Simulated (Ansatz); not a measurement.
[Cu(OH)2]- (CuO2H2⁻) was relaxed with r2SCAN-D4 (def2-TZVPD) in Ansatz in these states: charge -1 singlet, neutral doublet. The geometries follow in no particular order.

A:

| atom | x (Å) | y (Å) | z (Å) |
| --- | --- | --- | --- |
| Cu1 | -0.227 | 0.031 | -0.144 |
| O2 | 0.355 | 1.485 | -0.913 |
| H3 | 1.241 | 1.762 | -0.645 |
| O4 | -0.957 | -1.402 | 0.529 |
| H5 | -0.412 | -1.875 | 1.172 |

B:

```csv
atom,x (Å),y (Å),z (Å)
Cu1,-0.2030,0.0394,0.0312
O2,-0.5991,-0.2555,-1.7213
H3,-0.1160,-1.0486,-1.9847
O4,0.0621,0.3599,1.8038
H5,0.8560,0.9048,1.8710
```

**Question.** Judge from the bond lengths which geometry belongs to which state (an estimate).

**Answer.** A is the neutral doublet (Cu1–O4 1.744 Å, Cu1–O2 1.744 Å, O2–H3 0.966 Å); B is the charge -1 singlet (Cu1–O4 1.821 Å, Cu1–O2 1.821 Å, O2–H3 0.965 Å).

The restricted singlet is unstable towards broken spin symmetry in Hartree–Fock (as tested in another run); at r2SCAN-D4/def2-TZVPD this wasn't settled. At r2SCAN-D4/def2-TZVPD the highest occupied level of the charge -1 singlet lies above zero (up to 0.58 eV). By energy differences its removal costs 2.75 eV (vertical, to the charge 0 doublet, at r2SCAN-D4/def2-TZVPD), and other spins of that charge weren't run; a positive level beside a positive removal energy at the same level points to self-interaction error.
